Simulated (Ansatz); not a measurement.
C2H5GeNO (`NC1=[CH][GeH2][O]1`) from Hartree–Fock to CCSD(T)

| atom | x (Å) | y (Å) | z (Å) |
| --- | --- | --- | --- |
| N1 | 0.382 | 1.878 | -0.074 |
| C2 | 0.103 | 0.551 | -0.027 |
| C3 | -0.376 | -0.252 | 0.966 |
| Ge4 | -0.355 | -1.653 | -0.307 |
| O5 | 0.283 | -0.122 | -1.189 |
| H6 | 0.981 | 2.171 | -0.827 |
| H7 | 0.510 | 2.353 | 0.802 |
| H8 | -0.630 | -0.022 | 1.986 |
| H9 | 0.728 | -2.746 | -0.319 |
| H10 | -1.627 | -2.158 | -1.010 |

Charge 0, multiplicity 1. Correlated methods include outer-core shells of Ge, which these sets cover unevenly. Scalar relativity is left out up to krypton. Geometry: relaxed with PBE0-D4/def2-TZVP. It is one conformer, not always the lowest. Frozen core, restricted reference, Ansatz.

```tsv
basis	HF (Eh)	MP2 corr.	CCSD corr.	(T)	CCSD(T) total
def2-SVP	-2282.87186	?	-0.85992	-0.02892	?
def2-TZVPP	?	-1.01058	?	-0.04529	?
def2-QZVPP	?	-1.32819	–	–	–
```

Question: Fill in the withheld values. (Estimate.)

Answer: Ansatz gave: def2-SVP MP2 corr.: -0.83509; def2-SVP CCSD(T) total: -2283.76070; def2-TZVPP HF (Eh): -2283.38503; def2-TZVPP CCSD corr.: -1.02743; def2-TZVPP CCSD(T) total: -2284.45775; def2-QZVPP HF (Eh): -2283.43658.
